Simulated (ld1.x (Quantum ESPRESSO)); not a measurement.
Before and after: TM potential for Fe

- Element: Fe (Z = 26)
- Generator: ld1.x (Quantum ESPRESSO) 7.5
- Type: norm-conserving Troullier–Martins (Kleinman–Bylander form)
- Functional: PBEsol
- Relativity: scalar-relativistic
- Frozen core: [Ar]
- Valence charge: 8
- Reference configuration: 3d6 4s1 4p1
- Partial waves: 4s (bound): rc 2.05 bohr; 3d (bound): rc 1.40 bohr; 4f channel at -0.05 Ry: rc 2.50 bohr; 4p (bound): rc 2.65 bohr
- Local potential: the p channel
- Core correction: none

Change: wave 4s (bound): rc 2.05 bohr becomes 4s (bound): rc 1.28 bohr.

Cutoffs: the cutoffs (Ry, on a coarse ladder) from which the occupation-weighted sum of valence levels, in a spherical-Bessel basis at the reference potential, stays within 10 and 1 mRy of its value at 400 Ry; they do not see the model core or the augmentation charge, which bear on the density cutoff. Errors are all-electron minus pseudo energies relative to the spin-unpolarised reference configuration.

Task: Predict the effect on cutoff, ghosts and configuration errors.

Result: The potential gets harder (120 Ry and 200 Ry → 160 Ry and 260 Ry); both files keep a bound ghost (s); of the 7 tests that both files solve, the error grows in 3 and shrinks in 4 by more than 15 % and 0.3 meV (median size 14.1 → 110.3 meV); the range in which the s phases agree widens (upper end 1.2 → 2.3). A smaller radius makes the pseudo-wave follow the all-electron one further in, where it bends more sharply, so more plane waves are needed.

```csv
quantity,base,changed
"cutoff, loose",120 Ry,160 Ry
"cutoff, tight",200 Ry,260 Ry
loose cutoff by channel (10 mRy a level),"s 8 Ry, d 100 Ry, p 6 Ry","s 160 Ry, d 100 Ry, p 6 Ry"
bound ghosts,s,s
"error for 3d6 4s2 4p0, meV [ΔE -4.13 eV]",-7.7,+6.1
"error for 3d6 4s1 4p0, meV [ΔE 4.61 eV]",-9.5,-2.4
"error for 3d6 4s0 4p0, meV [ΔE 20.73 eV]",+14,+110
"error for 3d4 4s0 4p0, meV [ΔE 107.96 eV]",-1592,-1864
"error for 3d6 4s0 4p2, meV [ΔE 4.35 eV]",+1.1,+74
"error for 3d5 4s2 4p1, meV [ΔE 4.64 eV]",-595,-246
"error for 3d7 4s0 4p0, meV [ΔE 2.46 eV]",-374,-196
s: phases at 2.89 bohr within 0.05 rad from the reference energy up to (Ry; the scan ends near 5),1.2,2.3
p: phases at 2.89 bohr within 0.05 rad from the reference energy up to (Ry; the scan ends near 5),2.7,2.7
d: phases at 2.89 bohr within 0.05 rad from the reference energy up to (Ry; the scan ends near 5),0.2,0.2
f: phases at 2.89 bohr within 0.05 rad from the reference energy up to (Ry; the scan ends near 5),4.8,4.8
```

 A true bound ghost makes a file unfit for plane-wave use even where its test errors are small: the radial tests pick states by their node count and pass the ghost by.
